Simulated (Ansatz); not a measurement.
## An input for SnO (tin(ii) oxide)

The species is SnO (2 atoms), meant as a singlet with charge 0. SMILES: `[O]=[Sn]`. The coordinates come from a PBE0-D4/def2-TZVP relaxation.

```tsv
atom	x (Å)	y (Å)	z (Å)
O	0.0000	0.0000	-0.0071
Sn	0.0000	0.0000	1.8107
```

Settings wanted:

```json
{
 "basis set": "def2-TZVP",
 "core potential": "def2-TZVP",
 "number of roots": "6",
 "root multiplicities": "(1, 1, 1, 1, 1, 1)",
 "state weights": "(1, 1, 1, 1, 1, 1)",
 "active electrons": "4",
 "active orbitals": "5",
 "orbitals optimised": "yes",
 "task": "energy",
 "method": "NEVPT2",
 "dispersion": "none",
 "reference": "RHF",
 "relativity": "none",
 "accuracy": "medium",
 "cores left out": "program's default",
 "frozen core orbitals": "see input"
}
```

Write the Ansatz 0.2.0 input and the command.

This one ran through:

run.yaml:
```yaml
basis:
  gaussian: {orbitals: def2-TZVP}
crystal:
  periodic: [false, false, false]
  atoms:
    - {symbol: O, position_ang: [-0.000000, 0.000000, -0.007080]}
    - {symbol: Sn, position_ang: [0.000000, -0.000000, 1.810660]}
correlation:
  method: sc_nevpt2
  active_space: {window: {electrons: 4, orbitals: 5}, states: [{multiplicity: 1, weights: [1, 1, 1, 1, 1, 1]}]}
```

```bash
$ ansatz run run.yaml --threads 1 --pin off --max-ram 3480MiB --events-out events.jsonl --progress --plain --runs-dir runs
```

Calculated total energy: -288.61969 Eh.
